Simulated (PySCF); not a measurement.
# What a mistake does to a calculation on GeH7N2Si

These are calculations, not measurements. The program is PySCF 2.14.0, an open-source quantum chemistry code, run on an isolated molecule that a program drew, which may never have been made. The molecule is GeH7N2Si (charge 0, doublet), drawn as the SMILES string `N[Si](N)[GeH3]`.

Each row is a Hartree-Fock (HF) and frozen-core CCSD(T) single point in the cc-pV(D+d)Z basis, meant for a local HF minimum. Run 1 is clean. Each other run has one planted mistake out of seven kinds, and not every kind appears here: one electron removed, one electron added, multiplicity raised by two, geometry at a saddle point, minimal basis STO-3G, one bond length entered in bohr, all coordinates scaled. The reference is restricted for singlets and unrestricted otherwise, and also for a bond in bohr. Adding or removing an electron swaps singlet and doublet. Electrons count all cores. HOMO and LUMO are orbital energies over both spins, the gradient is its largest component, and the lowest frequency (negative if imaginary) is given only where the gradient is small. Bond lengths are over the 10 bonds as drawn. T1 is the CCSD diagnostic: over 0.02 (restricted) or 0.045 (unrestricted) a single reference is doubtful. Germanium has the cc-pVDZ-PP basis, with a core potential (ECP10MDF) in place of its 10 inner electrons, and its 3s, 3p and 3d shells are frozen in CCSD(T).

Geometry of the clean run:
```xyz
11
GeH7N2Si, angstrom
N    -0.5188   -2.0939    0.0971
Si   -1.1458   -0.5028   -0.1248
N    -2.7220   -0.7408   -0.7856
Ge    0.0591    0.9198   -1.6803
H    -0.5665   -2.7584   -0.6550
H     0.3097   -2.2332    0.6433
H    -3.3348   -1.3987   -0.3381
H    -3.2441    0.0453   -1.1255
H    -0.6895    2.2438   -1.9130
H     0.2812    0.2663   -3.0571
H     1.4431    1.2719   -1.1110
```

```
run,electrons,basis functions,<S^2>,HOMO (eV),LUMO (eV),gradient (hartree/bohr),lowest frequency (cm^-1),mean bond (Å),longest bond (Å),T1,HF (hartree),CCSD(T) (hartree),mistake
1,67,109,0.759,-7.48,2.14,2.1e-05,88,1.4509,2.428,0.0153,-695.30821,-695.90118,no fault
2,68,109,0.000,0.15,8.65,7.7e-02,-,1.4509,2.428,0.0132,-695.26332,-695.88577,one electron added
3,67,109,0.758,-7.17,2.58,4.3e-02,-,1.3827,2.314,0.0140,-695.28227,-695.86633,all coordinates scaled
4,66,109,0.000,-15.70,-5.43,6.2e-02,-,1.4509,2.428,0.0197,-695.06921,-695.66691,one electron removed
5,67,109,1.365,-8.30,1.66,2.1e-02,-,1.5403,2.428,0.0517,-695.18580,-695.77935,?
6,67,109,3.769,-2.71,-0.35,1.1e-01,-,1.4509,2.428,0.0456,-695.08937,-695.67659,?
```

**Which mistake was planted in run 5, and what did it cost?**

The mean bond changes by a factor of 1.062 and the longest by 1.000, so the molecule wasn't scaled as a whole. A length L in bohr read as angstrom grows by (1/0.5292 - 1) L = 0.890 L. The 10 bonds together grew by 10 x 0.0894 = 0.894 Å, which gives L = 1.005 Å. That is the length of one of the H-N bonds, 1.005 Å in the clean geometry. So the mistake is: one bond length entered in bohr. Subtracting run 1 and multiplying by 627.51 kcal/mol a hartree, the energy moved by 76.8 kcal/mol in HF and 76.4 kcal/mol in CCSD(T).

**Which mistake was planted in run 6, and what did it cost?**

Electrons, basis and geometry are unchanged, and <S^2> is 3.769, beside S(S+1) = 3.75 for a multiplicity of 4. So the mistake is: multiplicity raised by two. Subtracting run 1 and multiplying by 627.51 kcal/mol a hartree, the energy moved by 137.3 kcal/mol in HF and 140.9 kcal/mol in CCSD(T).

Cautions from the logs. Run 2: the HOMO is above zero, so the electron isn't bound and the energy depends on the basis; run 5: T1 is over the limit, so its CCSD(T) energy is less reliable; run 6: T1 is over the limit, so its CCSD(T) energy is less reliable.
